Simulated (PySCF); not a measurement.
## Which determinant of BeS⁺ lies lowest?

Unrestricted PBE0; Be pcseg-1, S pcseg-1; no relativity (PySCF 2.14). Outer shells of the fragments: Be+ 2s1; S 3s2 3p4.

Followed along the bond (rough minima from three points):

```csv
2Ms+1,unpaired,⟨S²⟩ at the start,R at minimum (Å),Te (eV)
2,π ↑,0.76,1.85,0.00
4,"σ ↑, π ↑↑",3.75,none in the scan,≤ 1.41
2,"σ ↓, π ↑↑",1.75,none in the scan,≤ 1.52
```

Solutions found at the starting distance of 2.045 Å, counted from the lowest of them; the search is not exhaustive and high or unbound solutions are not listed, so other states can lie among these:

```tsv
2Ms+1	unpaired	term	E (eV)	⟨S²⟩	⟨Lz²⟩	μ (D)
2	π ↑	²Π	0.00	0.76	1.01	-8.45
4	σ ↑, π ↑↑	⁴Σ⁻	1.22	3.75	0.00	-1.96
2	σ ↓, π ↑↑	mixed	1.33	1.75	0.00	-1.89
2	σ ↑, π ↑↓	mixed	1.73	1.76	2.02	-1.91
4	σ ↑↑, π ↑	⁴Π	3.14	3.75	1.01	-2.19
2	σ ↑	mixed	3.16	0.75	2.00	-1.86
4	π ↑↑↑	⁴Π	3.83	3.76	1.00	-3.70
4	σ ↑, π ↑↑	mixed	5.61	3.75	2.01	-3.98
4	σ ↑, π ↑↑	mixed	5.81	3.75	2.01	-4.08
2	π ↑	²Π	9.86	0.76	1.01	3.91
```

A term symbol is given only where ⟨S²⟩ and ⟨Lz²⟩ are close to those of a pure state; real π, δ and φ orbitals otherwise mix terms. A positive dipole points towards S; it is taken about the centre of mass and depends on that origin.

Counting both spins, an empty level lies below a filled one in some of these solutions, because spin and occupation are held.
